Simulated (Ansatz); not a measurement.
`[CH3][GeH2][NH][SiH3]` and `C[NH][GeH2][CH3]` differ in one atom or group.

Ansatz, PBE0-D4/def2-TZVP geometries, multiplicity 1. Each molecule was computed in one conformer, which needn't be the lowest.

Scalar relativity is left out up to krypton.

```tsv
property	`[CH3][GeH2][NH][SiH3]`
size of the dipole moment (PBE/def2-TZVPP) / D	1.14
HOMO energy (ωB97M-V/def2-TZVPP) / eV	-9.40
HOMO energy (B3LYP/def2-TZVPP) / eV	-6.89
LUMO energy (PBE0/def2-TZVPP) / eV	0.21
HOMO energy (PBE0/def2-TZVPP) / eV	-7.11
LUMO energy (ωB97M-V/def2-TZVPP) / eV	1.81
```

Question: What does the change do to each property? (An estimate is asked.)

Answer: Computed: 
```
                                      property  `C[NH][GeH2][CH3]`  shift
size of the dipole moment (PBE/def2-TZVPP) / D                1.25   0.11
         HOMO energy (ωB97M-V/def2-TZVPP) / eV               -8.77   0.63
           HOMO energy (B3LYP/def2-TZVPP) / eV               -6.22   0.67
            LUMO energy (PBE0/def2-TZVPP) / eV                0.84   0.63
            HOMO energy (PBE0/def2-TZVPP) / eV               -6.44   0.67
         LUMO energy (ωB97M-V/def2-TZVPP) / eV                2.31   0.50
```

Dipoles are sizes alone; their direction can turn.

Positive LUMOs are unbound, so they and the gaps depend on the basis.

B3LYP here is the variant with VWN-RPA as its local correlation; programs differ in this.
